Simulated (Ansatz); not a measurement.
Reaction (ligand exchange at the Si–O bond): `CBO[SiH2]C` + `OCO` → `C[SiH2]OCO` + `CBO`

Isolated molecules relaxed with PBE0-D4/def2-TZVP in Ansatz; ΔE leaves out vibrations. CBS: MP2 limit from def2 TZ/QZ plus the TZ coupled-cluster correction, frozen cores. This one scheme is used for every species. Each species was taken in one conformer, which may not be the lowest.

```json
{"species": "`CBO[SiH2]C`", "CCSD(T)/CBS(def2) energy (Eh)": "-470.67588"}
{"species": "`OCO`", "CCSD(T)/CBS(def2) energy (Eh)": "-190.79619"}
{"species": "`C[SiH2]OCO`", "CCSD(T)/CBS(def2) energy (Eh)": "-520.38702"}
{"species": "`CBO`", "CCSD(T)/CBS(def2) energy (Eh)": "-141.08489"}
```

(1) Work out ΔE.

Largest T1 diagnostic among the species: 0.012.

Answers

(1) ΔE = (-520.38702) + (-141.08489) − (-470.67588) − (-190.79619) = 0.00016 Eh = +0.4 kJ/mol.

In def2-TZVPP, CCSD(T) changes the Hartree–Fock value by −5.5 kJ/mol (the triples alone add −0.9 kJ/mol) and MP2 by −6.2 kJ/mol.
